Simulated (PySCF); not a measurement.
What builds the second ionisation energy along the second row

Calculated with PySCF 2.14 from differences of total energies of unrestricted determinants, without spin-orbit coupling. Each column adds one step, in eV (sums use unrounded values): valence MP2, valence CCSD, valence triples, then the next inner shell at CCSD(T) (B 1s, C 1s, N 1s, O 1s, F 1s, Ne 1s). References (NIST) marked * lie between the lowest fine-structure levels; the others compare directly ((s) semi-empirical, (t) theoretical).

```json
{"element": "B [He] 2s2 → [He] 2s1 (aug-cc-pCVTZ-DK with one added diffuse shell each of s, p, d, f type, spin-free X2C)", "UHF": "23.449", "+ MP2": "1.001", "+ CCSD": "0.640", "+ (T)": "0.000", "+ inner shell": "0.025", "sum": "25.114", "reference": "25.155"}
{"element": "C [He] 2s2 2p1 → [He] 2s2 (aug-cc-pCVTZ-DK with one added diffuse shell each of s, p, d, f type, spin-free X2C)", "UHF": "24.149", "+ MP2": "0.219", "+ CCSD": "-0.164", "+ (T)": "0.032", "+ inner shell": "0.042", "sum": "24.279", "reference": "24.378"}
{"element": "N [He] 2s2 2p2 → [He] 2s2 2p1 (aug-cc-pCVTZ-DK with one added diffuse shell each of s, p, d, f type, spin-free X2C)", "UHF": "29.185", "+ MP2": "0.425", "+ CCSD": "-0.155", "+ (T)": "0.017", "+ inner shell": "0.042", "sum": "29.515", "reference": "29.601 (s) *"}
{"element": "O [He] 2s2 2p3 → [He] 2s2 2p2 (aug-cc-pCVTZ-DK with one added diffuse shell each of s, p, d, f type, spin-free X2C)", "UHF": "34.550", "+ MP2": "0.638", "+ CCSD": "-0.180", "+ (T)": "0.010", "+ inner shell": "0.038", "sum": "35.057", "reference": "35.121 *"}
{"element": "F [He] 2s2 2p4 → [He] 2s2 2p3 (aug-cc-pCVTZ-DK with one added diffuse shell each of s, p, d, f type, spin-free X2C)", "UHF": "33.368", "+ MP2": "1.251", "+ CCSD": "0.035", "+ (T)": "0.029", "+ inner shell": "0.026", "sum": "34.709", "reference": "34.950"}
{"element": "Ne [He] 2s2 2p5 → [He] 2s2 2p4 (aug-cc-pCVTZ-DK with one added diffuse shell each of s, p, d, f type, spin-free X2C)", "UHF": "39.239", "+ MP2": "1.518", "+ CCSD": "-0.074", "+ (T)": "0.035", "+ inner shell": "0.024", "sum": "40.743", "reference": "40.963 *"}
```

What remains against the references is mostly basis incompleteness and, for starred values, spin-orbit coupling.

Question: What share of the correlation contribution for Ne comes from the inner shell?

Answer: The four steps add to 1.503 eV, of which the inner shell gives 0.024 eV, or 2 %.
